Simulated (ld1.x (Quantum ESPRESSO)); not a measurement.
## Which change was made? (Er, RRKJ)

ld1.x (Quantum ESPRESSO) 7.5 input, shortened:

```
&input
   title='Er', zed=68., rel=1, dft='PBE', iswitch=3,
   config='[Xe] 4f11 5d1 6s2 6p0'
 /
 &inputp
   pseudotype=2, tm=.false., rho0=0.001, lloc=0,
   nlcc=.false.
 /
4
6P  2  1   0.00   0.00  3.60  3.60  0.0
5D  3  2   1.00   0.00  3.05  3.05  0.0
4F  4  3  11.00   0.00  1.10  1.10  0.0
6S  1  0   2.00   0.00  2.55  2.55  0.0
 &test
   configts(1)='4f11 5d1 6s2 6p0'
 /
```

Cutoffs, loose and tight: the cutoffs (Ry, on a coarse ladder) from which the occupation-weighted sum of valence levels, in a spherical-Bessel basis at the reference potential, stays within 10 and 1 mRy of its value at 400 Ry. They do not see the model core or the augmentation charge, which bear on the density cutoff. Test errors are all-electron minus pseudo excitation energies from the reference, over the configurations 4f12 5d0 6s2 6p0; 4f12 5d0 6s1 6p0; 4f12 5d0 6s0 6p0; 4f12 5d0 6s1 6p1; 4f13 5d0 6s0 6p0; 4f12 5d0.5 6s1.5 6p0; 4f12 5d1 6s0 6p0; variants that change the core or the reference have their own tests.

The base gives: outcome: generated; cutoff, loose: 260 Ry; cutoff, tight: over 300 Ry; bound ghosts: none; largest test error (meV): no test is counted, since the test run did not reproduce the reference configuration.

Q: After one change the result is: outcome: failed: compute_chi: n is too large. Which change was it?
A. all radii scaled by about 1.31 (s 3.34, p 4.70, d 3.98, f 1.44 bohr)
B. local potential the d channel
C. core [Kr] 4d10, valence charge 22; reference 4f12 5s2 5p6 5d0 6s2 6p0; waves now 5s (bound): rc 1.30 bohr; 5p (bound): rc 2.20 bohr; 5d (bound): rc 2.45 bohr; 4f (bound): rc 1.20 bohr; local potential all-electron potential smoothed inside 1.10 bohr (lloc = -1); core correction Bessel-smoothed model core inside 0.75 bohr
D. core [Kr] 4d10 4f11, valence charge 11; reference 5s2 5p6 5d1 6s2 6p0; waves now 5s (bound): rc 1.40 bohr; 5p (bound): rc 2.05 bohr; 5d (bound): rc 2.25 bohr; local potential all-electron potential smoothed inside 1.65 bohr (lloc = -1)
E. reference 4f12 5d0 6s0 6p0

A: B. The others give: core [Kr] 4d10 4f11, valence charge 11; reference 5s2 5p6 5d1 6s2 6p0; waves now 5s (bound): rc 1.40 bohr; 5p (bound): rc 2.05 bohr; 5d (bound): rc 2.25 bohr; local potential all-electron potential smoothed inside 1.65 bohr (lloc = -1) → outcome: generated; cutoff, loose: 80 Ry; cutoff, tight: 100 Ry; bound ghosts: none; largest test error (meV): +81 | all radii scaled by about 1.31 (s 3.34, p 4.70, d 3.98, f 1.44 bohr) → outcome: generated; cutoff, loose: 160 Ry; cutoff, tight: 230 Ry; bound ghosts: none; largest test error (meV): no test is counted, since the test run did not reproduce the reference configuration | core [Kr] 4d10, valence charge 22; reference 4f12 5s2 5p6 5d0 6s2 6p0; waves now 5s (bound): rc 1.30 bohr; 5p (bound): rc 2.20 bohr; 5d (bound): rc 2.45 bohr; 4f (bound): rc 1.20 bohr; local potential all-electron potential smoothed inside 1.10 bohr (lloc = -1); core correction Bessel-smoothed model core inside 0.75 bohr → outcome: failed: run_pseudo: Errors in PS-KS equation | reference 4f12 5d0 6s0 6p0 → outcome: failed: compute_phi: phi has nodes before r_c.
